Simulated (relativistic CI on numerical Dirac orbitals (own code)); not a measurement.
## Spin-allowed bands of a d7 ion in an octahedral site, by hand

Problem. Take Δ = 6750 cm⁻¹ and B = 720 cm⁻¹ for a high-spin d7 ion in an octahedral site. Calculate the three spin-allowed bands.

Working.
1. The terms of highest spin are 4F (energy 0) and 4P (15B = 10800 cm⁻¹). Here the F term splits into A2 at +1.2Δ = 8100, T2 at +0.2Δ = 1350 and T1 at −0.6Δ = -4050 cm⁻¹.
2. The two T1 states mix through the element 0.4Δ: H = [[-4050, 2700], [2700, 10800]], with roots ½(H₁₁ + H₂₂) ∓ ½√[(H₂₂ − H₁₁)² + 4H₁₂²] = ½(6750) ∓ ½(15801) = -4526 and 11276 cm⁻¹.
3. The ground term is 4T1 at -4526 cm⁻¹.
4. Bands: 4T2 5876 cm⁻¹ (1702 nm), 4A2 12626 cm⁻¹ (792 nm), 4T1(P) 15801 cm⁻¹ (633 nm).

Check. Exact diagonalisation of the whole d7 shell with these parameters gives 4T2 5876, 4A2 12626, 4T1 15801 cm⁻¹. The match is exact, since without spin-orbit coupling no other term has this spin. The ratio of the second band to the first, 2.149, depends on Δ/B = 9.4 alone, which is how a Tanabe-Sugano diagram is read.
